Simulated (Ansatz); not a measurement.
One change: `N[Si](N)(N)N` becomes `[NH2][Ge]([NH2])([NH2])[NH2]`.

Ansatz, PBE0-D4/def2-TZVP geometries, multiplicity 1. Each molecule was computed in one conformer, which needn't be the lowest.

Scalar relativity is left out up to krypton.

```
                                      property  `N[Si](N)(N)N`
           HOMO–LUMO gap (PBE/def2-TZVPP) / eV            5.26
           LUMO energy (B3LYP/def2-TZVPP) / eV            0.48
         HOMO–LUMO gap (B3LYP/def2-TZVPP) / eV            6.92
         HOMO energy (ωB97M-V/def2-TZVPP) / eV           -9.11
             LUMO energy (PBE/def2-TZVPP) / eV            0.03
zero-point energy (PBE0-D4/def2-TZVP) / kJ/mol           278.2
```

Problem. What does the change do to each property? (Best estimate.)

Solution. The calculation gave: 
```json
{"property": "HOMO–LUMO gap (PBE/def2-TZVPP) / eV", "`[NH2][Ge]([NH2])([NH2])[NH2]`": "5.07", "shift": "-0.19"}
{"property": "LUMO energy (B3LYP/def2-TZVPP) / eV", "`[NH2][Ge]([NH2])([NH2])[NH2]`": "0.11", "shift": "-0.37"}
{"property": "HOMO–LUMO gap (B3LYP/def2-TZVPP) / eV", "`[NH2][Ge]([NH2])([NH2])[NH2]`": "6.76", "shift": "-0.16"}
{"property": "HOMO energy (ωB97M-V/def2-TZVPP) / eV", "`[NH2][Ge]([NH2])([NH2])[NH2]`": "-9.28", "shift": "-0.17"}
{"property": "LUMO energy (PBE/def2-TZVPP) / eV", "`[NH2][Ge]([NH2])([NH2])[NH2]`": "-0.36", "shift": "-0.39"}
{"property": "zero-point energy (PBE0-D4/def2-TZVP) / kJ/mol", "`[NH2][Ge]([NH2])([NH2])[NH2]`": "273.2", "shift": "-5.0"}
```

With PBE0 the HOMO falls by 0.20 eV and the LUMO falls by 0.37 eV, so the gap narrows by about 0.17 eV. PBE moves the HOMO by -0.20 eV and ωB97M-V by -0.17 eV.

B3LYP here is the variant with VWN-RPA as its local correlation; programs differ in this.
